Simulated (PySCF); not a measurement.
Static polarisabilities and like-pair C6 coefficients by linear response at PBE0/def2-SVPD (PySCF, frozen core in the response, non-relativistic, gas phase), PBE0-D3(BJ)/def2-SVP geometries, one conformer each; atomic units unless stated.

```tsv
label	species	α	C6
P	`Cn1cncn1`	53.9	1280
Q	`Cn1cnnc1`	53.7	1276
R	`Nc1cn[nH]c1`	56.3	1328
S	`S(C(F)(F)F)(=O)(CC=C)=O`	79.6	2877
T	`[H]/P=P\COC`	82.9	2347
```

Estimate the unlike-pair coefficients by the rule C6(AB) = 2·C6(AA)·C6(BB) / [C6(AA)·αB/αA + C6(BB)·αA/αB], and compare with the geometric mean, for PQ, PR, PS, QR, QS, RS, RT and ST.

```csv
pair,combination rule,geometric mean,ratio
PQ,1278,1278,1.000
PR,1303,1304,1.000
PS,1919,1919,1.000
QR,1301,1302,1.000
QS,1916,1916,1.000
RS,1953,1954,0.999
RT,1756,1765,0.995
ST,2572,2598,0.990
```

The rule is exact for one-pole polarisabilities and never exceeds the geometric mean; the two meet where both partners have the same effective excitation energy. These unlike-pair values are estimates, not computed integrals.
